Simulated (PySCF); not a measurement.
# CoH₂, quartet: computed properties

All numbers come from UPBE0/[Co def2-TZVP, H def2-TZVP], no relativity, density fitting, PySCF.

The structure is a minimum.

```xyz
3
charge 0 multiplicity 4, angstrom
Co    0.0000    0.0000   -0.0621
H     0.3876    0.0000    1.8167
H    -0.3876    0.0000    1.8167
```

```json
{
 "Point group": "C2v",
 "Bond lengths": "Co–H 1.918 Å (×2), H–H 0.775 Å",
 "Bond angles": "Co–H–H 78.3° (×2), H–Co–H 23.3°",
 "Dipole moment": "1.80 D",
 "Heat capacity Cp at 298.15 K": "43.3 J/(mol K)",
 "Lowest empty level (β)": "-1.70 eV",
 "Atomisation energy without zero-point energy": "445 kJ/mol",
 "Highest occupied level (α)": "-4.51 eV",
 "Principal polarisabilities": "31.6, 39.0, 39.3 bohr³",
 "Rotational symmetry number": "2",
 "Spin squared ⟨S²⟩": "3.758",
 "Enthalpy at 298.15 K above 0 K": "11.11 kJ/mol",
 "Principal quadrupole moments (Buckingham, traceless) about the centre of mass": "-0.54, -0.08, 0.62 D Å",
 "Zero-point energy": "29.8 kJ/mol",
 "Entropy at 298.15 K and 1 bar (electronic part: spin only)": "231.5 J/(mol K)",
 "Rotational constants": "55.66, 2.45, 2.347 cm⁻¹"
}
```

Harmonic modes (masses in u: Co 58.933, H 1.008):
| symmetry | ω (cm⁻¹) | IR (km/mol) |
| --- | --- | --- |
| a1 | 373 | 25.6 |
| b2 | 684 | 36.1 |
| a1 | 3918 | 13.2 |

In C2v the vibrations span 2a1 + b2. Here b1 is antisymmetric to the molecular plane and b2 lies in it.

Charges (e):
```
atom  Mulliken  Löwdin  polar tensor  spin (Mulliken)  Mayer order to Co1
 Co1     -0.14   -0.17         -0.07             3.02                   –
H2,3      0.07    0.09          0.04            -0.01                0.15
```
Other Mayer orders above 0.3: H–H 0.80.

Mulliken populations on Co1: s 7.09, p 12.11, d 7.94, f 0.00.

Other isomers or separated fragments may lie lower. Open d and f shells are described by one determinant, and the ground state may have another occupation or spin. At this level a quartet minimum of D∞h symmetry lies 32 kJ/mol below this structure.

The final relaxation and frequency run took roughly 28 core-seconds on a shared host.
